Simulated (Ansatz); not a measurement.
`O/C(S)=[CH]/[AlH2]` + `C#[C][GeH3]` → `C#[C][AlH2]` + `O/C(S)=[CH]\[GeH3]`  (redistribution)

Program: Ansatz. Geometries: PBE0-D4/def2-TZVP. ΔE: electronic, gas phase. CCSD(T)/CBS adds triple-zeta CCSD(T) − MP2 to the extrapolated MP2 energy (def2 sets, frozen cores). Double bonds are as drawn, so ΔE can hold a change between cis and trans. Functionals use def2-TZVPP. B3LYP here is the variant with VWN-RPA as its local correlation; programs differ in this. For Ge outer-core shells are correlated without core-valence functions, which leaves a few kJ/mol of doubt a bond. Scalar relativity is left out up to krypton. Each species was taken in one conformer, which may not be the lowest.

`O/C(S)=[CH]/[AlH2]`:

Z-matrix (Å, degrees):
```
C
S 1 1.757
C 1 1.347 2 123.6
O 1 1.349 2 111.1 3 -179.9
H 2 1.342 1 94.7 3 -179.5
Al 3 1.914 1 127.6 2 0.2
H 3 1.093 1 114.0 2 -179.8
H 4 0.965 1 108.0 2 -179.9
H 6 1.587 3 120.4 1 0.0
H 6 1.587 3 118.4 1 -180.0
```

`C#[C][GeH3]`:

Cartesian coordinates in Å:
```
C 1.103 -1.669 -0.111
C 0.440 -0.666 -0.045
Ge -0.606 0.916 0.061
H 1.690 -2.557 -0.170
H -0.168 1.869 -1.057
H -2.082 0.541 -0.109
H -0.377 1.565 1.431
```

`C#[C][AlH2]`:

Cartesian coordinates in Å:
```
C -0.690 1.638 0.459
C -0.234 0.558 0.157
Al 0.482 -1.143 -0.320
H -1.092 2.590 0.726
H 0.176 -1.721 -1.758
H 1.359 -1.923 0.737
```

`O/C(S)=[CH]\[GeH3]`:

Z-matrix (Å, degrees):
```
Ge
C 1 1.922
H 1 1.538 2 112.0
H 1 1.537 2 111.5 3 122.3
H 1 1.550 2 108.7 3 -119.0
C 2 1.338 1 124.6 3 115.5
H 2 1.084 1 118.4 3 -64.1
S 6 1.757 2 121.5 1 -175.5
O 6 1.347 2 126.5 1 2.6
H 8 1.342 6 95.3 2 -164.8
H 9 0.968 6 108.6 2 3.1
```

(1) Is it downhill or uphill in electronic energy at CCSD(T)/CBS, and by how much? (An estimate is asked.)

(2) What do these levels give: ωB97X-V, B2PLYP, B3LYP, CCSD/def2-TZVPP, SCS-MP2/def2-QZVPP, HF/CBS(def2)? (Estimate.)

Largest T1 diagnostic among the species: 0.013.

Answers

(1) Ansatz gave: Downhill: ΔE = -4.1 kcal/mol.

(2) The calculation gave: ωB97X-V -3.2, B2PLYP -3.3, B3LYP -3.2, CCSD/def2-TZVPP -3.6, SCS-MP2/def2-QZVPP -3.6, HF/CBS(def2) -3.2 kcal/mol.
